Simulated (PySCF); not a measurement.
**Structure from 2D NMR**

Compound of formula C₅H₆Cl₂. Correlations simulated from computed shifts and the bond graph:

HSQC (one-bond C–H):
| δH | δC |
| --- | --- |
| 3.35 | 49.9 |
| 1.26 | 12.1 |
| 1.15 | 12.1 |

COSY cross peaks (H two or three bonds apart, from the bond graph; peaks can be absent where the dihedral angle is near 90°):
| δH | δH |
| --- | --- |
| 1.26 | 1.15 |

HMBC (two and three bonds, from the bond graph; two-bond peaks within aromatic rings are usually weak or absent):
| δH | δC |
| --- | --- |
| 3.35 | 49.9, 27.7, 12.1 |
| 1.26 | 49.9, 27.7, 12.1 |
| 1.15 | 49.9, 27.7, 12.1 |

Carbons without hydrogens: δ 27.7.

Method: structure optimised with GFN2-xTB, PBE0/pcSseg-1 with gauge-including orbitals, in PySCF (one averaged value for each set of equivalent atoms, single conformer, non-relativistic, no solvent model).

Scale: $^{1}$H, $^{13}$C vs TMS (reference shieldings calculated alike).

Exchangeable hydrogens are left out of these lists.

Question: Work out the connectivity.

Answer: SMILES [C@@H]1(Cl)[C@@H](Cl)C12CC2.

Mapped SMILES: `[Cl:1][C@@H:2]1[C@@H:3]([Cl:4])[C:5]12[CH2:6][CH2:7]2`; H(Xn) means a hydrogen on atom n.

- δC 49.9 is C2/C3, a three-membered-ring carbon (δH 3.35).
- δC 27.7 is C5, a three-membered-ring carbon.
- δC 12.1 is C6/C7, a three-membered-ring carbon (δH 1.15, 1.26).
- HMBC from δH 3.35 reaches the proton-free carbon C5.
- HMBC from δH 1.26 reaches the proton-free carbon C5.
- HMBC from δH 1.15 reaches the proton-free carbon C5.
- COSY links 1.26–1.15.

This is the structure that produced the data. Such data don't tell enantiomers apart.

Carbons that carry Cl, above all several Cl atoms, come out too deshielded, partly because spin–orbit coupling is missing. Shifts are as computed. Against solution values, carbons near 30 ppm lie about +3 ppm off and those near 130 ppm about +5 ppm; carbons on Cl a further +6 ppm (rms about the fit 2.1 ppm; single classes can miss by 10 ppm). Of 1328 compounds with measured shifts, 309 miss one by over three times the rms of a fit or turn the order of signals round; such compounds aren't used in these exercises. Signals without a measured value on file couldn't be tested in this way; 1H shifts scatter by 0.2 ppm about their fit, and single ones miss by 0.5 ppm.
